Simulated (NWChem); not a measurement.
System: CH4BFS; SMILES CSBF

Input file for NWChem:

```
start job
memory heap 200 mb stack 900 mb global 1100 mb
geometry units angstroms
  B      0.493432    -0.935751    -0.114369
  F     -0.002525    -2.159102    -0.016339
  H      1.615034    -0.779448    -0.538234
  S     -0.530749     0.438978     0.390127
  C      0.555564     1.860957     0.078241
  H      0.719432     2.402318     1.019448
  H      0.071060     2.532895    -0.642554
  H      1.521356     1.528866    -0.324640
end
basis spherical
  B library 3-21g
  F library 3-21g
  H library 3-21g
  S library 3-21g
  C library 3-21g
end
dft
  xc hfexch
  iterations 150
end
driver
  maxiter 120
end
task dft optimize
task dft freq
```

Excerpt of the output:

```
             Northwest Computational Chemistry Package (NWChem) 7.3.0
             --------------------------------------------------------

 CS  symmetry detected

                             Geometry "geometry" -> ""
                             -------------------------

 Output coordinates in angstroms (scale by  1.889725989 to convert to a.u.)

  No.       Tag          Charge          X              Y              Z
 ---- ---------------- ---------- -------------- -------------- --------------
    1 B                    5.0000     0.51356067    -0.93746670     0.00000000
    2 F                    9.0000     0.00347193    -2.15893319     0.00000000
    3 H                    1.0000     1.71404442    -0.79282251     0.00000000
    4 S                   16.0000    -0.60989893     0.45220278     0.00000000
    5 C                    6.0000     0.52988917     1.86650691     0.00000000
    6 H                    1.0000     0.34666251     2.47666927     0.89438225
    7 H                    1.0000     0.34666251     2.47666927    -0.89438225
    8 H                    1.0000     1.57262773     1.52293017     0.00000000

 Effective nuclear repulsion energy (a.u.)     145.6965628983

      Symmetry information
      --------------------

 Group name             Cs
 Group number              2
 Group order               2
 No. of unique centers     7

                                Z-matrix (autoz)
                                --------

 Units are Angstrom for bonds and degrees for angles

[...]

      ----------------------
      Optimization converged
      ----------------------

  Step       Energy      Delta E   Gmax     Grms     Xrms     Xmax
  ---- ---------------- -------- -------- -------- -------- --------
@    5    -559.06693499 -8.2D-08  0.00003  0.00001  0.00030  0.00104
                                     ok       ok       ok       ok

                                Z-matrix (autoz)
                                --------

 Units are Angstrom for bonds and degrees for angles

[...]

 Rotational Constants
 --------------------
 A=   0.647950 cm-1  (  0.932234 K)
 B=   0.098524 cm-1  (  0.141751 K)
 C=   0.086915 cm-1  (  0.125048 K)

 Temperature                      =   298.15K
 frequency scaling parameter      =   1.0000

 Zero-Point correction to Energy  =   36.663 kcal/mol  (  0.058426 au)
 Thermal correction to Energy     =   40.103 kcal/mol  (  0.063909 au)
 Thermal correction to Enthalpy   =   40.695 kcal/mol  (  0.064852 au)

 Total Entropy                    =   76.629 cal/mol-K
   - Translational                =   38.960 cal/mol-K (mol. weight =  78.0111)
   - Rotational                   =   25.167 cal/mol-K (symmetry #  =        1)
   - Vibrational                  =   12.501 cal/mol-K

 Cv (constant volume heat capacity) =   16.110 cal/mol-K
   - Translational                  =    2.979 cal/mol-K
   - Rotational                     =    2.979 cal/mol-K
   - Vibrational                    =   10.151 cal/mol-K

[normal modes left out]

 ----------------------------------------------------------------------------
 Normal Eigenvalue ||           Projected Infra Red Intensities
  Mode   [cm**-1]  || [atomic units] [(debye/angs)**2] [(KM/mol)] [arbitrary]
 ------ ---------- || -------------- ----------------- ---------- -----------
    1       -0.000 ||    0.001489           0.034         1.451       0.432
    2       -0.000 ||    0.000544           0.013         0.530       0.158
    3        0.000 ||    0.000026           0.001         0.025       0.007
    4        0.000 ||    0.002164           0.050         2.110       0.629
    5        0.000 ||    0.000004           0.000         0.004       0.001
    6        0.000 ||    0.007276           0.168         7.093       2.113
    7       22.144 ||    0.000354           0.008         0.345       0.103
    8      181.068 ||    0.002695           0.062         2.628       0.783
    9      225.522 ||    0.002670           0.062         2.603       0.776
   10      399.090 ||    0.001100           0.025         1.072       0.319
   11      689.733 ||    0.014320           0.330        13.959       4.159
   12      783.449 ||    0.088363           2.039        86.140      25.665
   13      918.912 ||    0.071281           1.645        69.488      20.704
   14     1080.972 ||    0.006600           0.152         6.434       1.917
   15     1100.412 ||    0.005607           0.129         5.466       1.629
   16     1217.196 ||    0.041868           0.966        40.815      12.161
   17     1428.945 ||    0.404603           9.335       394.427     117.518
   18     1508.454 ||    0.004796           0.111         4.676       1.393
   19     1638.767 ||    0.010583           0.244        10.317       3.074
   20     1652.185 ||    0.015376           0.355        14.989       4.466
   21     2850.038 ||    0.120114           2.771       117.093      34.887
   22     3253.459 ||    0.019639           0.453        19.145       5.704
   23     3348.816 ||    0.002496           0.058         2.433       0.725
   24     3359.214 ||    0.002327           0.054         2.269       0.676
 ----------------------------------------------------------------------------
```

Level: Hartree-Fock/3-21G.
